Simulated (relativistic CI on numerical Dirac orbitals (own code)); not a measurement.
Tc5+: L-alpha,beta X-ray emission

Computed with this model: Dirac-Coulomb-Breit CI, separate exchange-only KLI orbitals for each configuration, model QED (radiative potential, 1s self-energy scaled to tabulated hydrogen-like ionisation energies), valence Slater integrals scaled by 0.7, multiplet model of X-ray emission after core ionisation; configurations [Kr] 4d2 → [He] 2s2 2p5 3s2 3p6 3d10 4s2 4p6 4d2 → [Ar] 3d9 4s2 4p6 4d2; 300 K; Lorentzian 2 eV and Gaussian 0.6 eV FWHM. Energies are those of the free ion, without screening or charge transfer. S is read from ⟨S²⟩ = S(S + 1).

free ion: ground-state S = 0.98, centroid 2464.65 eV. Peaks (eV, height): 2426.4 (100), 2539.6 (49).

Strongest unbroadened transitions for free ion:

```tsv
Energy (eV)	Relative strength
2422.88	9.5
2426.18	27.1
2426.22	9.3
2426.43	100.0
2426.50	16.2
2426.54	20.6
2426.55	6.3
2426.58	8.5
2426.59	13.8
2426.65	23.0
2426.68	18.7
2426.78	20.5
2538.90	8.5
2539.04	7.8
2539.28	20.6
2539.50	67.9
2539.90	14.5
2540.24	15.0
```
